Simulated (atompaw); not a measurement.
**PBE PAW (atompaw) dataset for Au, scalar-relativistic all-electron reference.**

atompaw 4.2.0.5 input, output lines left out:

```
Au 79
GGA-PBE scalarrelativistic loggrid 2001 logderivrange -10 5 376
6 6 5 4 0 0
6 0 1
6 1 0
0 0 0
c
c
c
c
v
v
c
c
c
v
v
c
c
v
v
3
2.15 1.85 1.70 1.90
n
n
y
2.8
n
y
-3.8
n
custom polynom2 7 10 vanderbiltortho besselshape
4 0 troulliermartins
1.40
2.15
1.35
2.15
2.15
2.15
1.00
1.00
```

All-electron outer shells of the reference configuration (PBE, scalar-relativistic, ld1.x):

```csv
shell,level (eV),outermost node (bohr),outermost maximum (bohr)
4p,-546.41,0.22,0.40
4d,-325.90,0.20,0.41
5s,-108.37,0.48,0.84
4f,-81.12,–,0.37
5p,-59.78,0.52,0.96
5d,-6.88,0.56,1.21
6s,-5.76,1.11,2.32
6p,-0.77,1.32,3.64
```

Calculated quality:

```json
{
 "Lowest eigenvalue of the overlap operator": "0.38 (s channel)",
 "Overlap eigenvalues printed by atompaw (projector basis)": "0.294, 0.678, 2.5, 53.8, 68.4, 102, 1.76e+03, 1.87e+04",
 "Share of each valence orbital outside the PAW sphere": "5s 0 %, 6s 73 %, 5p 1 %, 6p 95 %, 5d 19 %, 4f 0 %"
}
```

A Bessel basis up to 400 Ry misses an occupied level by 6.05 Ry, so cutoffs and ghosts were not judged.

Generation and tests took about 14 s on one core of a shared server CPU.
